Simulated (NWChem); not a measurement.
System: TiH₄O₂; SMILES [TiH2]([OH])[OH]

Parts of the log:

```
             Northwest Computational Chemistry Package (NWChem) 7.3.0
             --------------------------------------------------------

                             Geometry "geometry" -> ""
                             -------------------------

 Output coordinates in angstroms (scale by  1.889725989 to convert to a.u.)

  No.       Tag          Charge          X              Y              Z
 ---- ---------------- ---------- -------------- -------------- --------------
    1 Ti                  22.0000     0.00000000     0.00000000    -0.40978700
    2 O                    8.0000     1.51499200    -0.00062700     0.47400200
    3 H                    1.0000     2.06446900    -0.00094800     1.26599600
    4 O                    8.0000    -1.51499200     0.00062700     0.47400200
    5 H                    1.0000    -2.06446900     0.00094800     1.26599600
    6 H                    1.0000    -0.00060200    -1.37734700    -1.41921800
    7 H                    1.0000     0.00060200     1.37734700    -1.41921800

 Effective nuclear repulsion energy (a.u.)     157.8351875346

                              NWChem Property Module
                              ----------------------

  itol2e modified to match energy
  convergence criterion.

                                 NWChem DFT Module
                                 -----------------

 Summary of "ao basis" -> "ao basis" (spherical)
 ------------------------------------------------------------------------------
       Tag                 Description            Shells   Functions and Types
 ---------------- ------------------------------  ------  ---------------------
 Ti                         pcsseg-1                15       45   5s6p3d1f
 O                          pcsseg-1                 7       17   3s3p1d
 H                          pcsseg-1                 3        5   2s1p

  itol2e modified to match energy
  convergence criterion.

            General Information
            -------------------
          SCF calculation type: DFT
          Wavefunction type:  closed shell.
          No. of atoms     :     7
          No. of electrons :    42
           Alpha electrons :    21
            Beta electrons :    21
          Charge           :     0
          Spin multiplicity:     1
          Use of symmetry is: off; symmetry adaption is: off
          Maximum number of iterations: 150
          AO basis - number of functions:    99
                     number of shells:    41
          Convergence on energy requested:  1.00D-07
          Convergence on density requested:  1.00D-05
          Convergence on gradient requested:  5.00D-04

              XC Information
              --------------
                        Slater Exchange Functional  1.000 local
                      VWN V Correlation Functional  1.000 local

             Grid Information
             ----------------
          Grid used for XC integration:  fine
          Radial quadrature: Mura-Knowles
          Angular quadrature: Lebedev.
          Tag              B.-S. Rad. Rad. Pts. Rad. Cut. Ang. Pts.
          ---              ---------- --------- --------- ---------
          Ti                  1.40      140          10.0       974
          O                   0.60       70          11.0       590
          H                   0.35       60          11.0       590
          Grid pruning is: on
          Number of quadrature shells:   520
          Spatial weights used:  Erf1

      Superposition of Atomic Density Guess
      -------------------------------------

 Sum of atomic energies:        -999.74419181

      Non-variational initial energy
      ------------------------------

 Total energy =    -999.834213
 1-e energy   =   -1683.578925
 2-e energy   =     525.909524
 HOMO         =      -0.315004
 LUMO         =       0.015124

   convergence    iter        energy       DeltaE   RMS-Dens  Diis-err
 ---------------- ----- ----------------- --------- --------- ---------
 d= 0,ls=0.0,diis     1   -998.6784389291 -1.16D+03  4.31D-02  4.55D+00
 d= 0,ls=0.5,diis     2   -977.4653000238  2.12D+01  1.02D-02  2.21D+02
 d= 0,ls=0.5,diis     3   -983.8180214726 -6.35D+00  5.77D-03  1.63D+02
 d= 0,ls=0.5,diis     4   -987.2563485341 -3.44D+00  3.14D-03  1.40D+02
 d= 0,ls=0.5,diis     5   -989.0908081111 -1.83D+00  5.21D-03  1.21D+02
 d= 0,ls=0.5,diis     6   -992.1455631060 -3.05D+00  6.87D-03  8.75D+01
 d= 0,ls=0.5,diis     7   -995.4808788941 -3.34D+00  6.01D-03  4.25D+01
 d= 0,ls=0.5,diis     8   -997.4585794878 -1.98D+00  5.19D-03  1.57D+01
 d= 0,ls=0.5,diis     9   -998.3440521602 -8.85D-01  4.33D-03  4.63D+00
 d= 0,ls=0.5,diis    10   -998.7133835134 -3.69D-01  2.50D-03  8.08D-01
 d= 0,ls=0.5,diis    11   -998.8040933712 -9.07D-02  1.43D-03  1.04D-01
  Resetting Diis
 d= 0,ls=0.5,diis    12   -998.8212779759 -1.72D-02  8.50D-04  2.07D-02
 d= 0,ls=0.5,diis    13   -998.8246609142 -3.38D-03  1.23D-03  1.93D-02
 d= 0,ls=0.5,diis    14   -998.8262245309 -1.56D-03  6.00D-04  3.92D-02
 d= 0,ls=0.5,diis    15   -998.8285445085 -2.32D-03  4.59D-04  1.77D-02
 d= 0,ls=0.5,diis    16   -998.8301714356 -1.63D-03  3.72D-04  6.65D-03
 d= 0,ls=0.5,diis    17   -998.8310624783 -8.91D-04  2.52D-04  1.41D-03
 d= 0,ls=0.5,diis    18   -998.8314213185 -3.59D-04  1.88D-04  3.88D-04
 d= 0,ls=0.5,diis    19   -998.8316027261 -1.81D-04  1.54D-04  1.88D-04
 d= 0,ls=0.5,diis    20   -998.8316822026 -7.95D-05  1.14D-04  3.73D-04
 d= 0,ls=0.5,diis    21   -998.8317456343 -6.34D-05  9.59D-05  4.89D-04
 d= 0,ls=0.5,diis    22   -998.8318006752 -5.50D-05  8.32D-05  5.41D-04
 d= 0,ls=0.5,diis    23   -998.8318432019 -4.25D-05  7.67D-05  5.76D-04
 d= 0,ls=0.5,diis    24   -998.8319038176 -6.06D-05  6.86D-05  4.08D-04
 d= 0,ls=0.5,diis    25   -998.8319179994 -1.42D-05  5.81D-05  5.32D-04
 d= 0,ls=0.5,diis    26   -998.8319343426 -1.63D-05  6.91D-05  6.00D-04
 d= 0,ls=0.5,diis    27   -998.8319976936 -6.34D-05  7.16D-05  3.35D-04
 d= 0,ls=0.5,diis    28   -998.8320438474 -4.62D-05  1.05D-04  2.51D-04
 d= 0,ls=0.5,diis    29   -998.8321130102 -6.92D-05  1.77D-04  2.36D-04
 d= 0,ls=0.5,diis    30   -998.8322816059 -1.69D-04  3.18D-04  3.04D-04
 d= 0,ls=0.5,diis    31   -998.8327651362 -4.84D-04  5.74D-04  7.95D-04
 d= 0,ls=0.5,diis    32   -998.8343628287 -1.60D-03  1.04D-03  2.26D-03
 d= 0,ls=0.5,diis    33   -998.8395220658 -5.16D-03  1.82D-03  7.19D-03
 d= 0,ls=0.5,diis    34   -998.8549990346 -1.55D-02  2.92D-03  2.29D-02
 d= 0,ls=0.5,diis    35   -998.8921551908 -3.72D-02  3.90D-03  6.92D-02
 d= 0,ls=0.5,diis    36   -998.9476445154 -5.55D-02  4.08D-03  1.96D-01
 d= 0,ls=0.5,diis    37   -998.9881999123 -4.06D-02  3.47D-03  4.51D-01
 d= 0,ls=0.5,diis    38   -999.0007870132 -1.26D-02  2.64D-03  7.41D-01
 d= 0,ls=0.5,diis    39   -998.9988376056  1.95D-03  1.90D-03  9.63D-01
 d= 0,ls=0.5,diis    40   -998.9947630458  4.07D-03  1.33D-03  1.10D+00
 d= 0,ls=0.5,diis    41   -998.9921715724  2.59D-03  9.27D-04  1.16D+00
 d= 0,ls=0.5,diis    42   -998.9905077211  1.66D-03  6.44D-04  1.20D+00
 d= 0,ls=0.5,diis    43   -998.9888757990  1.63D-03  4.43D-04  1.22D+00
 d= 0,ls=0.5,diis    44   -998.9881473836  7.28D-04  3.07D-04  1.23D+00
 d= 0,ls=0.5,diis    45   -998.9884208664 -2.73D-04  3.10D-04  1.23D+00
 d= 0,ls=0.5,diis    46   -998.9983262476 -9.91D-03  1.55D-03  1.16D+00
 d= 0,ls=0.5,diis    47   -999.0467980943 -4.85D-02  2.33D-03  8.35D-01
 d= 0,ls=0.5,diis    48   -999.1228515229 -7.61D-02  1.79D-03  2.85D-01
 d= 0,ls=0.5,diis    49   -999.1558681399 -3.30D-02  9.09D-04  9.11D-02
 d= 0,ls=0.5,diis    50   -999.1660948303 -1.02D-02  5.35D-04  2.92D-02
 d= 0,ls=0.5,diis    51   -999.1696026873 -3.51D-03  3.23D-04  1.17D-02
 d= 0,ls=0.5,diis    52   -999.1708946452 -1.29D-03  1.89D-04  5.82D-03
 d= 0,ls=0.5,diis    53   -999.1713795874 -4.85D-04  1.22D-04  3.76D-03
 d= 0,ls=0.5,diis    54   -999.1716303314 -2.51D-04  8.18D-05  2.53D-03
 d= 0,ls=0.5,diis    55   -999.1717724856 -1.42D-04  6.03D-05  1.80D-03
 d= 0,ls=0.5,diis    56   -999.1718708746 -9.84D-05  6.40D-05  1.23D-03
 d= 0,ls=0.5,diis    57   -999.1719657465 -9.49D-05  4.50D-05  5.98D-04
 d= 0,ls=0.5,diis    58   -999.1720119251 -4.62D-05  3.41D-05  3.10D-04
 d= 0,ls=0.5,diis    59   -999.1720370458 -2.51D-05  2.50D-05  1.55D-04
 d= 0,ls=0.5,diis    60   -999.1720499533 -1.29D-05  1.79D-05  7.92D-05
 d= 0,ls=0.5,diis    61   -999.1720564812 -6.53D-06  1.29D-05  4.19D-05
 d= 0,ls=0.5,diis    62   -999.1720599026 -3.42D-06  9.28D-06  2.24D-05
 d= 0,ls=0.5,diis    63   -999.1720617248 -1.82D-06  6.80D-06  1.19D-05
 d= 0,ls=0.5,diis    64   -999.1720626951 -9.70D-07  5.06D-06  6.45D-06
 d= 0,ls=0.5,diis    65   -999.1720632254 -5.30D-07  3.72D-06  3.48D-06
 d= 0,ls=0.5,diis    66   -999.1720635118 -2.86D-07  2.74D-06  1.88D-06
 d= 0,ls=0.5,diis    67   -999.1720636684 -1.57D-07  2.02D-06  9.95D-07
 d= 0,ls=0.5,diis    68   -999.1720637520 -8.37D-08  1.49D-06  5.33D-07

         Total DFT energy =     -999.172063797289
      One electron energy =    -1687.852553567744
           Coulomb energy =      588.363592974442
    Exchange-Corr. energy =      -57.518290738596
 Nuclear repulsion energy =      157.835187534609

 Numeric. integr. density =       42.000000685546

                       DFT Final Molecular Orbital Analysis
                       ------------------------------------

 Vector   19  Occ=2.000000D+00  E=-3.153123D-01
              MO Center= -1.1D-04,  3.0D-07,  4.3D-01, r^2= 2.8D+00
   Bfn.  Coefficient  Atom+Function         Bfn.  Coefficient  Atom+Function
  ----- ------------  ---------------      ----- ------------  ---------------
    53      0.314757  2 O  py                75      0.314783  4 O  py
    56      0.311849  2 O  py                78      0.311875  4 O  py
    50      0.171311  2 O  py                72      0.171325  4 O  py
    25      0.129120  1 Ti d -1              22      0.098188  1 Ti py
    30      0.097319  1 Ti d -1              16     -0.074260  1 Ti py

 Vector   20  Occ=2.000000D+00  E=-2.570357D-01
              MO Center= -4.5D-07, -2.3D-05, -1.2D+00, r^2= 2.6D+00
   Bfn.  Coefficient  Atom+Function         Bfn.  Coefficient  Atom+Function
  ----- ------------  ---------------      ----- ------------  ---------------
     4     -0.333439  1 Ti s                  3      0.331737  1 Ti s
    90     -0.300625  6 H  s                 95     -0.300617  7 H  s
    28      0.213733  1 Ti d  2              91     -0.168781  6 H  s
    96     -0.168776  7 H  s                 33      0.156138  1 Ti d  2
     2     -0.129041  1 Ti s                 17     -0.103399  1 Ti pz

 Vector   21  Occ=2.000000D+00  E=-2.391312D-01
              MO Center= -2.0D-07,  2.3D-05, -1.1D+00, r^2= 2.4D+00
   Bfn.  Coefficient  Atom+Function         Bfn.  Coefficient  Atom+Function
  ----- ------------  ---------------      ----- ------------  ---------------
    90      0.308856  6 H  s                 95     -0.308864  7 H  s
    25      0.305242  1 Ti d -1              30      0.220521  1 Ti d -1
    91      0.185528  6 H  s                 96     -0.185530  7 H  s
    22     -0.162582  1 Ti py                16      0.140057  1 Ti py
    35      0.134331  1 Ti d -1              19      0.046833  1 Ti py

 Vector   22  Occ=0.000000D+00  E=-1.232782D-01
              MO Center=  1.8D-06, -2.5D-06, -5.5D-01, r^2= 1.3D+00
   Bfn.  Coefficient  Atom+Function         Bfn.  Coefficient  Atom+Function
  ----- ------------  ---------------      ----- ------------  ---------------
    26      0.538733  1 Ti d  0              31      0.362033  1 Ti d  0
    36      0.255298  1 Ti d  0              28      0.198599  1 Ti d  2
    23     -0.183197  1 Ti pz                33      0.131671  1 Ti d  2
    38      0.105599  1 Ti d  2              55      0.095530  2 O  px
    77     -0.095529  4 O  px                52      0.070540  2 O  px

[...]

          -----------------------------------------
          Chemical Shielding Tensors (GIAO, in ppm)
          -----------------------------------------

                                NWChem CPHF Module
                                ------------------

  scftype          =     RHF
  nclosed          =       21
  nopen            =        0
  variables        =     1638
  # of vectors     =        3
  tolerance        = 0.10D-03
  level shift      = 0.00D+00
  max iterations   =       50
  max subspace     =       30

 SCF residual:    7.5313411995563541E-004

Iterative solution of linear equations
  No. of variables     1638
  No. of equations        3
  Maximum subspace       30
        Iterations       50
       Convergence  1.0D-04

   iter   nsub   residual    time
   ----  ------  --------  ---------
     1      3    2.23D-03      63.5
     2      6    5.11D-07      65.2

      Atom:    1  Ti
        Diamagnetic
   1619.2357     -0.0062     -0.0000
     -0.0062   1604.4372      0.0000
     -0.0000      0.0000   1610.5552

        Paramagnetic
  -3877.3130      0.7760     -0.0058
      0.7760  -2043.8299     -0.0384
     -0.0058     -0.0384  -2401.3047

        Total Shielding Tensor
  -2258.0774      0.7698     -0.0058
      0.7698   -439.3927     -0.0384
     -0.0058     -0.0384   -790.7496

           isotropic =   -1162.7399
          anisotropy =   -1643.0067

          Principal Components and Axis System
                 1           2           3
            -2258.0777   -790.7496   -439.3924

      1         1.0000     -0.0000      0.0004
      2        -0.0004      0.0001      1.0000
      3         0.0000      1.0000     -0.0001

      Atom:    2  O
        Diamagnetic
    403.6021     -0.0099     16.6337
     -0.0099    382.3680     -0.0084
     16.6337     -0.0084    399.8689

        Paramagnetic
   -153.7442     -0.1281    178.0123
     -0.1281   -466.2316     -0.0467
    178.0123     -0.0467   -628.1093

        Total Shielding Tensor
    249.8579     -0.1380    194.6460
     -0.1380    -83.8636     -0.0550
    194.6460     -0.0550   -228.2405

           isotropic =     -20.7487
          anisotropy =     509.7442

          Principal Components and Axis System
                 1           2           3
              319.0807   -297.4632    -83.8636

      1         0.9422     -0.3351      0.0004
      2        -0.0004      0.0000      1.0000
      3         0.3351      0.9422      0.0001

      Atom:    3  H
        Diamagnetic
     32.4777     -0.0058     11.9930
     -0.0058     21.4143     -0.0066
     11.9930     -0.0066     36.8478

        Paramagnetic
     -3.0429      0.0024     -8.2879
      0.0024      1.1304      0.0056
     -8.2879      0.0056    -15.9249

        Total Shielding Tensor
     29.4348     -0.0034      3.7050
     -0.0034     22.5447     -0.0010
      3.7050     -0.0010     20.9230

           isotropic =      24.3008
          anisotropy =       9.7811

          Principal Components and Axis System
                 1           2           3
               30.8216     22.5447     19.5362

      1         0.9365      0.0004     -0.3505
      2        -0.0004      1.0000     -0.0001
      3         0.3505      0.0002      0.9365

      Atom:    4  H
        Diamagnetic
     21.6941      0.0040      0.0038
      0.0040     30.9193      8.7694
      0.0038      8.7694     27.8662

        Paramagnetic
     11.0968     -0.0107     -0.0076
     -0.0107    -13.2623    -17.2293
     -0.0076    -17.2293     -4.4976

        Total Shielding Tensor
     32.7908     -0.0067     -0.0038
     -0.0067     17.6570     -8.4599
     -0.0038     -8.4599     23.3686

           isotropic =      24.6055
          anisotropy =      12.2780

          Principal Components and Axis System
                 1           2           3
               32.7908     29.4417     11.5838

      1         1.0000     -0.0002      0.0004
      2        -0.0004     -0.5832      0.8124
      3        -0.0000      0.8124      0.5832
```

Level: LDA (Slater exchange, VWN5)/pcSseg-1, GIAO. Structure relaxed at the B3LYP/6-31G* (spherical d) level. NWChem prints the field gradient with the sign opposite to the second derivative of the potential. The output numbers the shielded atoms by their place in the input's list. The printed shielding anisotropy is the first printed principal value minus the mean of the other two.

Problem. Reconstruct the input file.

Solution. Several could match; the one computed here: the input that was run:
```
start job
memory heap 200 mb stack 900 mb global 1100 mb
geometry units angstroms noautosym nocenter noautoz
  Ti     0.000000     0.000000    -0.409787
  O      1.514992    -0.000627     0.474002
  H      2.064469    -0.000948     1.265996
  O     -1.514992     0.000627     0.474002
  H     -2.064469     0.000948     1.265996
  H     -0.000602    -1.377347    -1.419218
  H      0.000602     1.377347    -1.419218
end
basis spherical
  * library pcsseg-1
end
dft
  xc slater vwn_5
  iterations 150
end
property
  shielding 4 1 2 3 6
  efieldgrad
end
task dft property
```
